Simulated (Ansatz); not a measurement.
The same atomization along the group C, Si, Ge.

Program: Ansatz. Geometries: PBE0-D4/def2-TZVP. ΔE: electronic, gas phase. CCSD(T)/CBS is the MP2 limit (def2-TZVPP, def2-QZVPP) plus CCSD(T) − MP2 in def2-TZVPP, frozen cores. Small cases extrapolate CCSD(T) itself. No spin–orbit coupling; open shells (•) take unrestricted orbitals. Spin–orbit coupling would lower the free atoms: a little for Al, C, Si; clearly for Ge. For Ge outer-core shells are correlated without core-valence functions, so the limit isn't a true one: a few kJ/mol of doubt a bond, and 10 to 20 or more in all where bonds break to atoms. Scalar relativity is left out up to krypton.

Order these by ΔE at CCSD(T)/CBS, lowest first. (Best estimate.)
A. `[AlH2][SiH3]` → Al• + Si• + 5 H•
B. `[CH3][AlH2]` → Al• + C• + 5 H•
C. `[AlH2][GeH3]` → Al• + Ge• + 5 H•

C (+1700.6 kJ/mol), A (+1785.2 kJ/mol), B (+2171.2 kJ/mol).

Largest T1 diagnostic: 0.018, for Al•.

Extrapolated directly: `[AlH2][SiH3]` → Al• + Si• + 5 H•; `[CH3][AlH2]` → Al• + C• + 5 H•.

For atomizations the MP2-based limit and the directly extrapolated one differ by several kJ/mol either way, and by 10 to 25 for some Ge, Se and Sn compounds, so smaller differences from it don't rank the levels.
